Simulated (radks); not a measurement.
The numbers below are computed, except where a source is named.
Problem. The table gives one normalised radial function P(r) = r R(r) (large component) of Sc4+ in [He] 2s2 2p5 3s2 3p6 (r in bohr). Level of theory: Dirac Kohn-Sham, PBE, spin-unpolarised, spherical densities, point nucleus; open shells fill j = l - 1/2 first (a radial shooting solver on a logarithmic mesh with Libxc functionals).

r,P
0.003006,0.1642
0.003362,0.1820
0.003791,0.2031
0.00424,0.2247
0.004781,0.2500
0.005348,0.2759
0.006029,0.3060
0.006744,0.3365
0.007604,0.3718
0.008505,0.4072
0.009589,0.4476
0.01073,0.4875
0.01209,0.5324
0.01353,0.5758
0.01525,0.6233
0.01706,0.6680
0.01923,0.7150
0.02151,0.7569
0.02426,0.7979
0.02713,0.8309
0.03035,0.8564
0.03421,0.8729
0.03827,0.8752
0.04315,0.8604
0.04826,0.8269
0.05441,0.7666
0.06086,0.6843
0.06862,0.5655
0.07676,0.4244
0.08654,0.2403
0.0968,0.0390
0.1091,-0.2042
0.1221,-0.4510
0.1376,-0.7273
0.154,-0.9849
0.1736,-1.2459
0.1942,-1.4608
0.2189,-1.6440
0.2448,-1.7579
0.2761,-1.8083
0.3088,-1.7838
0.3454,-1.6923
0.3894,-1.5290
0.4356,-1.3306
0.4911,-1.0901
0.5493,-0.8604
0.6193,-0.6303
0.6927,-0.4446
0.781,-0.2852
0.8736,-0.1754
0.985,-0.0957
1.102,-0.0498
1.242,-0.0223
1.389,-0.0095
1.567,-0.0033
1.752,-0.0011
1.976,-0.0003
2.21,-0.0001
2.491,0.0000
2.787,0.0000
3.142,0.0000
3.514,0.0000

Which n and l does it have? It may be an empty orbital.

Solution. n = 2, l = 0: the number of nodes gives n - l - 1 = 1, the rise at small r points to l (this Dirac orbital starts as r^gamma with gamma = sqrt((l + 1)^2 - (Z/c)^2) = 0.99; the j = 1/2 orbital of l + 1 starts with the same power, but with a smaller coefficient, and then steepens), and the extent must fit the shell. The curve is that of 2s1/2. 2s1/2: eigenvalue -560.63 eV, 1 radial node at r = 0.0988 bohr, <r> = 0.338 bohr, 90 % of the charge inside 0.524 bohr.
